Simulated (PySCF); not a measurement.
C2H4BN3, SMILES C1C=NB(N=1)N. The structure is a stationary point at PBE-D3(BJ)/def2-SVP. This is a generated structure with no PubChem entry under its InChIKey; it may be hypothetical. The values are those of a single conformer.

Computed with PySCF with PBE-D3(BJ)/def2-SVP.

Harmonic wavenumbers (cm⁻¹): 143, 300, 449, 565, 598, 653, 672, 774, 794, 852, 859, 865, 964, 1106, 1266, 1283, 1395, 1560, 1582, 1627, 3006, 3021, 3514, 3627. Rotational constants (GHz): 7.938, 3.787, 2.564; symmetry number 2.

Q: Work out the zero-point energy and the ideal-gas rigid-rotor harmonic-oscillator thermochemistry at 298.15 K and 1 atm.

A: ZPE = ½ Σ hcν = ½ × 31474 cm⁻¹ = 44.99 kcal/mol. H − E(el) = 48.87 kcal/mol. Entropy in cal/(mol K): translation 39.09, rotation 24.46, vibration 7.86, total 71.40. G − E(el) = 27.58 kcal/mol. Cp = 21.16 cal/(mol K). Modes under 150 cm⁻¹ make the vibrational entropy uncertain.
